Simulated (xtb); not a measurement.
water (H2O), singlet, from a rough starting geometry; GFN2-xTB run with xtb.

Input for xtb:
```
$ xtb mol.xyz --gfn 2 --opt vtight --json

# file mol.xyz
3

O      0.04274455     0.01598977     0.45155124
H     -0.03026881     0.74179571    -0.22718044
H      0.00332892    -0.78794627    -0.21540022
```

**Question.** Write the output that xtb gives for this input, abridged.

**Answer.** 
```
   ID    Z sym.   atoms
    1    8 O      1
    2    1 H      2, 3

           -------------------------------------------------
          |                Calculation Setup                |
           -------------------------------------------------

           -------------------------------------------------
          |                 G F N 2 - x T B                 |
           -------------------------------------------------

          ...................................................
          :                      SETUP                      :
          :.................................................:
          :  # basis functions                   6          :
          :  # atomic orbitals                   6          :
          :  # shells                            4          :
          :  # electrons                         8          :
          :  max. iterations                   250          :
          :  Hamiltonian                  GFN2-xTB          :
          :  restarted?                      false          :
          :  GBSA solvation                  false          :
          :  PC potential                    false          :
          :  electronic temp.          300.0000000     K    :
          :  accuracy                    1.0000000          :
          :  -> integral cutoff          0.2500000E+02      :
          :  -> integral neglect         0.1000000E-07      :
          :  -> SCF convergence          0.1000000E-05 Eh   :
          :  -> wf. convergence          0.1000000E-03 e    :
          :  Broyden damping             0.4000000          :
          :  net charge                          0          :
          :  unpaired electrons                  0          :
          ...................................................

 iter      E             dE          RMSdq      gap      omega  full diag
   1     -5.0799707 -0.507997E+01  0.398E+00   12.74       0.0  T
   2     -5.0826231 -0.265239E-02  0.216E+00   12.31       1.0  T
   3     -5.0829190 -0.295890E-03  0.485E-01   12.05       1.0  T
   4     -5.0829881 -0.691090E-04  0.823E-02   12.18       1.0  T
   5     -5.0829879  0.125873E-06  0.688E-02   12.13       1.0  T
   6     -5.0829922 -0.420739E-05  0.163E-03   12.15      35.4  T
   7     -5.0829922  0.194731E-08  0.177E-03   12.15      32.6  T
   8     -5.0829922 -0.261703E-08  0.164E-04   12.15     351.7  T
   9     -5.0829922 -0.207647E-10  0.200E-05   12.15    2886.0  T

[...]
         :: total energy              -5.063018577897 Eh    ::
 * total energy  :    -5.0630186 Eh     change       -0.3277378E-12 Eh
 * total energy  :    -5.0693072 Eh     change       -0.6288665E-02 Eh
 * total energy  :    -5.0704352 Eh     change       -0.1127938E-02 Eh
 * total energy  :    -5.0705430 Eh     change       -0.1078590E-03 Eh
 * total energy  :    -5.0705443 Eh     change       -0.1282021E-05 Eh
 * total energy  :    -5.0705444 Eh     change       -0.1257711E-06 Eh
 * total energy  :    -5.0705444 Eh     change       -0.4384191E-09 Eh
   *** GEOMETRY OPTIMIZATION CONVERGED AFTER 7 ITERATIONS ***
         :: total energy              -5.070544447724 Eh    ::
[...]
         2        2.0000           -0.5683053             -15.4644
         3        2.0000           -0.5108725             -13.9015
         4        2.0000           -0.4463867             -12.1468 (HOMO)
         5                          0.0824362               2.2432 (LUMO)
         6                          0.2514911               6.8434
      -------------------------------------------------------------
                  HL-Gap            0.5288230 Eh           14.3900 eV
             Fermi-level           -0.1819752 Eh           -4.9518 eV

     #   Z          covCN         q      C6AA      α(0)
     1   8 O        1.611    -0.565    24.358     6.661
     2   1 H        0.805     0.282     0.776     1.384
     3   1 H        0.805     0.282     0.776     1.384

 Mol. C6AA /au·bohr⁶  :         44.535246
 Mol. C8AA /au·bohr⁸  :        795.736389
 Mol. α(0) /au        :          9.429121

Wiberg/Mayer (AO) data.
largest (>0.10) Wiberg bond orders for each atom

 ---------------------------------------------------------------------------
     #   Z sym  total        # sym  WBO       # sym  WBO       # sym  WBO
 ---------------------------------------------------------------------------
     1   8 O    1.840 --     2 H    0.920     3 H    0.920
     2   1 H    0.920 --     1 O    0.920
     3   1 H    0.920 --     1 O    0.920
 ---------------------------------------------------------------------------

Topologies differ in total number of bonds
Writing topology from bond orders to xtbtopo.mol

molecular dipole:
                 x           y           z       tot (Debye)
 q only:       -0.051      -0.011      -0.605
   full:       -0.073      -0.016      -0.869       2.217
molecular quadrupole (traceless):
                xx          xy          yy          xz          yz          zz
 q only:       -0.492      -0.040       1.314      -0.036      -0.018      -0.823
  q+dip:       -0.571      -0.052       1.751      -0.063      -0.024      -1.180
   full:       -0.828      -0.062       1.955      -0.037      -0.026      -1.127

optimized geometry written to: xtbopt.xyz

           -------------------------------------------------
          | TOTAL ENERGY               -5.070544447724 Eh   |
          | GRADIENT NORM               0.000008722564 Eh/α |
          | HOMO-LUMO GAP              14.390005330501 eV   |
           -------------------------------------------------

normal termination of xtb
```
